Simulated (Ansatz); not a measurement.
Consider the formal exchange of groups at the Si–Al bond: `N[SiH2][AlH][SeH]` + `OCF` → `N[SiH2]C(O)F` + `[AlH2][SeH]`.

Isolated molecules relaxed with PBE0-D4/def2-TZVP in Ansatz; ΔE leaves out vibrations. CBS: MP2 limit from def2 TZ/QZ plus the TZ coupled-cluster correction, frozen cores. DFT in def2-TZVPP. For Se outer-core shells are correlated without core-valence functions, which leaves a few kJ/mol of doubt a bond. Scalar relativity is left out up to krypton. Each species was taken in one conformer, which may not be the lowest.

| level | ΔE (eV) |
| --- | --- |
| ωB97X-V | 0.08 |
| HF/def2-QZVPP | 0.17 |

Q: What does CCSD(T)/CBS give? (Best estimate.)

A: Ansatz gave: +0.13 eV. The listed levels differ from it by -0.05, 0.04 eV.

Largest T1 diagnostic among the species: 0.012.

In def2-TZVPP, CCSD(T) changes the Hartree–Fock value by −0.04 eV (the triples alone add −0.01 eV) and MP2 by −0.08 eV.
